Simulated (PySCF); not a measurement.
[Hg(H2S)2]2+ at several levels of theory

Computed with PySCF 2.14.0 (density fitting, no spin-orbit coupling) at the geometry relaxed with PBE:

```xyz
7
[Hg(H2S)2]2+ (singlet)
Hg   -0.0114    0.0000    0.0000
S     0.0187   -0.1564    2.4976
H     0.8351    0.9313    2.7310
H    -1.1413    0.5532    2.7317
S     0.0187    0.1564   -2.4976
H     0.8351   -0.9313   -2.7310
H    -1.1413   -0.5532   -2.7317
```

```csv
level,basis,state,HOMO (eV),gap (eV),charge on Hg1 (e),dipole about the centre of mass (D),largest force component (eV/Å)
PBE,"Hg def2-SVP with ECP60, S def2-SVP, H def2-SVP",singlet,-18.35,4.15,0.67,0.57,0.00
BP86,the same,singlet,-18.47,4.13,0.67,0.57,0.02
r2SCAN,the same,singlet,-18.62,4.50,0.74,0.60,0.39
TPSS,the same,singlet,-18.44,4.32,0.71,0.57,0.31
PBE,"Hg def2-TZVP with ECP60, S def2-TZVP, H def2-TZVP",singlet,-18.30,4.26,0.72,0.48,0.19
PBE,"Hg x2c-SVPall, S x2c-SVPall, H x2c-SVPall",singlet,-18.39,4.13,0.56,0.55,0.16
```

Charges are Mulliken's, which hang on the basis. The relaxation used the grid (50, 194), these runs (75, 302) or, all-electron (x2c bases, spin-free X2C Hamiltonian), (99, 590).

**Question.** What does B3LYP with Hg def2-SVP with ECP60, S def2-SVP, H def2-SVP give here?

**Answer.** state singlet, HOMO (eV) -19.15, gap (eV) 5.57, charge on Hg1 (e) 0.70, dipole about the centre of mass (D) 0.56, largest force component (eV/Å) 0.40. Time: 3 s on 2 threads of Arm Neoverse V1 (shared host), from an already converged density.

In the first row's basis the gap widens with exact exchange: 4.1 to 4.5 eV for BP86, PBE, TPSS, r2SCAN (none); 5.6 eV for B3LYP (a fixed share).

A frequency check found unstable modes (1, the lowest at -36 cm⁻¹), so the relaxed geometry is a saddle point, or these are noise.
